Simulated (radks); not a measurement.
The numbers below are computed, except where a source is named.
Problem. Cs XVIII, configuration [Kr] 4d2. Level of theory: scalar-relativistic Kohn-Sham, PBE, spin-unpolarised, spherical densities, point nucleus (a radial shooting solver on a logarithmic mesh with Libxc functionals). Some entries of the table are withheld. Estimate them.

orbital,occ.,eigenvalue (eV),<1/r> (bohr^-1)
1s,2,(1),59.40
2s,2,-6037.890,13.65
2p,6,-5460.296,13.01
3s,2,(2),4.947
3p,6,-1386.749,4.700
3d,10,-1116.166,(3)
4s,2,-586.1827,(4)
4p,6,-522.0775,(5)
4d,2,(6),1.858

Solution. 
(1) 1s eigenvalue (eV): -36223.07
(2) 3s eigenvalue (eV): -1572.688
(3) 3d <1/r> (bohr^-1): 4.461
(4) 4s <1/r> (bohr^-1): 2.167
(5) 4p <1/r> (bohr^-1): 2.038
(6) 4d eigenvalue (eV): -427.8603
